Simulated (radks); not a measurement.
Values are calculated unless marked as measured or tabulated.
Question: Valence configurations of neutral iridium (all share [Xe]). Level of theory: non-relativistic Kohn-Sham, PBE, spin-polarised, spherical densities, point nucleus; open shells are filled with parallel spins first (spin-orbit coupling, left out, can overturn this in heavy ions); relativity is left out, which matters for an element this heavy (a radial shooting solver on a logarithmic mesh with Libxc functionals). Order these by energy: 4f13.5 5d7 6s2 6p0.5; 4f13 5d8 6s2; 4f14 5d7 6s1 6p1; 4f14 5d7 6s2; 4f12 5d7 6s2 6p2; 4f14 5d6 6s2 6p1; 4f14 5d7 6p2; 4f13.5 5d7 6s1 6p1.5; 4f12 5d9 6s2; 4f13.5 5d7.5 6s2.

Answer: From the lowest, in eV above it: 4f14 5d7 6s2 0.000; 4f14 5d7 6s1 6p1 2.669; 4f14 5d7 6p2 6.820; 4f14 5d6 6s2 6p1 7.315; 4f13.5 5d7.5 6s2 34.141; 4f13.5 5d7 6s2 6p0.5 37.963; 4f13.5 5d7 6s1 6p1.5 40.736; 4f13 5d8 6s2 70.603; 4f12 5d9 6s2 150.65; 4f12 5d7 6s2 6p2 174.29. NIST lists [Xe] 4f14 5d7 6s2 as the ground configuration; this level of theory agrees among the configurations tried. The energies are those of spherical high-spin densities, not of single terms. Relativity is left out, which favours d and f over s occupation in heavy atoms.
